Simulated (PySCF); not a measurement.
C7H4FNO.
Numbering: `[N:1]#[C:2][c:3]1[cH:4][cH:5][cH:6][c:7]([OH:8])[c:9]1[F:10]` (hydrogens: H11 on C4; H12 on C5; H13 on C6; H14 on O8)

Cartesian coordinates in Å at the GFN2-xTB level; atoms count from 1:
```xyz
14
C7H4FNO angstrom
N     -3.3248   -1.6725   -0.0402
C     -2.3352   -1.0962   -0.0256
C     -1.1227   -0.3670   -0.0111
C     -1.1376    1.0290   -0.0213
C      0.0551    1.7268   -0.0132
C      1.2678    1.0610    0.0060
C      1.3099   -0.3310    0.0187
O      2.5001   -0.9663    0.0374
C      0.1022   -1.0260    0.0105
F      0.1575   -2.3804    0.0221
H     -2.0850    1.5442   -0.0353
H      0.0424    2.8054   -0.0232
H      2.2026    1.5972    0.0114
H      2.3669   -1.9247    0.0413
```

Theory: PySCF, TDDFT PBE0/def2-SVPD, vertical, gas phase, core orbitals frozen in the response.

| state | E (eV) | ν̃ (cm⁻¹) | f | symmetry | main configurations (H = HOMO, L = LUMO) |
| --- | --- | --- | --- | --- | --- |
| S1 | 4.78 | 38550 | 0.053 | A′ | H→L (82%), H-1→L+1 (11%) |
| S2 | 5.59 | 45090 | 0.127 | A′ | H-1→L (69%), H→L+1 (22%) |
| S3 | 6.21 | 50120 | 0.0000 | – | H→L+2 (98%) |
| S4 | 6.44 | 51910 | 0.625 | A′ | H→L+1 (66%), H-1→L (23%) |
| S5 | 6.51 | 52510 | 0.0000 | – | H-2→L (94%) |
| S6 | 6.73 | 54250 | 0.266 | A′ | H-1→L+1 (83%), H→L (8%) |

Triplets, Tamm–Dancoff:

| state | E (eV) | λ (nm) | main configurations (H = HOMO, L = LUMO) |
| --- | --- | --- | --- |
| T1 | 3.63 | 341.9 | H→L (67%), H-1→L (22%) |
| T2 | 3.93 | 315.6 | H-1→L (55%), H→L (30%), H→L+1 (9%) |

The lowest singlet comes at 259 nm (461 kJ/mol) in the ultraviolet; it is of moderate strength; its leading configuration is HOMO→LUMO (82%). The most intense listed level is S4 at 6.44 eV (193 nm, f = 0.625), 1.66 eV above S1. Löwdin shares by element: HOMO carbon 48% or more, oxygen 19% (atoms not listed hold the other 32%); LUMO carbon 46% or more, nitrogen 13% (atoms not listed hold the other 42%). Weighted by f, the mean energy of these states is 6.32 eV. The listed states span 1.95 eV, and the widest gap between neighbours is 0.81 eV (S1 to S2). Of the 6 states listed, 4 reach f = 0.01 and 2 stay under 0.0005. Symmetry labels in Cs follow from the direction of the transition dipole and are given only for states with f of 0.002 or more. Singlets were solved by full linear response, triplets in the Tamm–Dancoff approximation.

One conformer stands for the species.
